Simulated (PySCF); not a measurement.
# Electric field gradients and quadrupole coupling constants

Compound: Mo(CH)Cl3, CHCl3Mo (singlet state).
Structure used (PBE0-D3(BJ)/def2-SVP), in Å, numbered top down from 1:
```xyz
6
CHCl3Mo angstrom
Mo    -0.0453   -0.0010   -0.4810
C      0.1220    0.0040    1.2087
H      0.2318    0.0064    2.2973
Cl     2.0841   -0.0064   -1.2235
Cl    -1.1950    1.8900   -0.9073
Cl    -1.1976   -1.8931   -0.8943
```

Field gradients from the PBE0/pcSseg-1 (def2-TZVP on Mo) density (PySCF, non-relativistic but for the core potentials past Kr), principal values in atomic units, ordered |Vxx| ≤ |Vyy| ≤ |Vzz|:

```csv
atom,Vxx,Vyy,Vzz
Cl4,0.0631,1.3346,-1.3977
Cl5,0.0627,1.3369,-1.3996
Cl6,0.0631,1.3369,-1.4001
```

**Question.** Find the asymmetry η = (Vxx − Vyy)/Vzz and the couplings χ = eQV/h (234.96 MHz × Q in barn × V in au), with Q(35Cl) = −0.0817 b.

**Answer.** 
| atom | environment | nucleus | η | χzz (MHz) | χxx (MHz) | χyy (MHz) |
| --- | --- | --- | --- | --- | --- | --- |
| Cl4 | chlorine bonded to Mo | 35Cl | 0.91 | 26.83 | -1.21 | -25.62 |
| Cl5 | chlorine bonded to Mo | 35Cl | 0.91 | 26.87 | -1.20 | -25.66 |
| Cl6 | chlorine bonded to Mo | 35Cl | 0.91 | 26.88 | -1.21 | -25.66 |

At Cl4, Cl5 and Cl6 η is above 0.9: Vyy and Vzz are nearly equal in size and opposite in sign, so a small change could swap them and flip the sign of χzz. 

**Question.** What is Vzz at Cl5 in SI units (1 au = 9.71736 × 10²¹ V/m²)?

**Answer.** -1.3996 au = -13.600 × 10²¹ V/m².

**Question.** And the gradient at the other heavy atoms, for which no coupling is worked out here?

**Answer.** 
```tsv
atom	environment	Vzz (au)	η
C2	carbon bonded to Mo and H	-0.368	0.01
```

**Question.** What couplings would deuterons (Q(2H) = 0.00286 b) have in place of the hydrogens, at this geometry?

**Answer.** 
```
atom  bonded to  bond length (Å)  Vzz (au)     η  χzz (kHz)
  H3         C2            1.094    0.3064  0.00        206
```

Geometry: PBE0-D3(BJ)/def2-SVP; no solvent, vibrations or thermal averaging. Atoms past krypton carry effective core potentials; spin–orbit coupling is left out. These gradients aren't converged with respect to the basis.
